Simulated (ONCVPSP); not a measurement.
## Configuration tests for Ga (ONCV)

* Element: gallium (Ga)
* Generator: ONCVPSP 4.0.1
* Type: optimised norm-conserving Vanderbilt (ONCV)
* Functional: PBE
* Relativity: scalar-relativistic
* Frozen core: [Ar]
* Valence charge: 13
* Reference configuration: 3d10 4s2 (charge +1)
* Partial waves: 4s: rc 2.05 bohr, ncon 5, nbas 9, qcut 3.5 1/bohr, 1 projector; p scattering state at 0.06 Ha: rc 1.75 bohr, ncon 3, nbas 7, qcut 5.5 1/bohr, 3 projectors, debl 3.5 Ha; 3d: rc 0.95 bohr, ncon 4, nbas 9, qcut 15.5 1/bohr, local
* Local potential: the d channel
* Core correction: Teter function, fcfact 3.75, rcfact 1.35

In the p channel the program set the typed energies aside and used 0.050, 3.550, 7.050 Ha.

Energies are relative to the spin-unpolarised reference configuration 3d10 4s2; without spin polarisation the order of configurations can differ from experiment.

```
valence configuration  charge  ΔE all-electron (eV)  error AE − PS (meV)
         3d10 4s2 4p1       0                -5.688                 +5.4
             3d10 4s1      +2                21.128                 +8.0
             3d10 4s0      +3                52.400                  +52
         3d10 4s1 4p1      +1                 7.373                 +2.4
```

Note: ghosts flagged at negative energy: s at -496.8 eV; GHOST(+) flagged for s at 37.9 eV, p at 85.6 eV. A true bound ghost makes a file unfit for plane-wave use.
